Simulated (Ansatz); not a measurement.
Z-matrix (Å, degrees):
```
C
O 1 1.395
H 1 1.104 2 111.9
H 1 1.091 2 108.0 3 -119.3
H 1 1.100 2 111.7 3 120.9
C 2 1.422 1 111.9 3 -59.2
Al 6 1.986 2 112.5 1 75.0
H 6 1.097 2 106.2 1 -166.3
H 6 1.102 2 110.4 1 -52.8
O 7 1.698 6 118.5 2 13.5
H 7 1.582 6 124.8 2 -169.4
H 10 0.957 7 121.2 6 1.0
```

The species carries charge 0 and has multiplicity 1.

Q: List the B3LYP/def2-TZVPP orbital energies in eV (Ansatz). (An estimate is asked.)

A: The calculation gave: Occupied: -1524.11, -520.75, -520.02, -278.12, -277.59, -112.12, -72.87, -72.68, -72.65, -28.40, -26.48, -19.65, -17.27, -13.64, -13.24, -13.09, -12.69, -10.55, -10.28, -9.39, -9.19, -8.89, -8.59, -6.55. Lowest empty: -0.87, -0.11, 0.60, 1.68, 1.81, 2.23, 2.38, 2.85.

B3LYP here is the variant with VWN-RPA as its local correlation; programs differ in this.
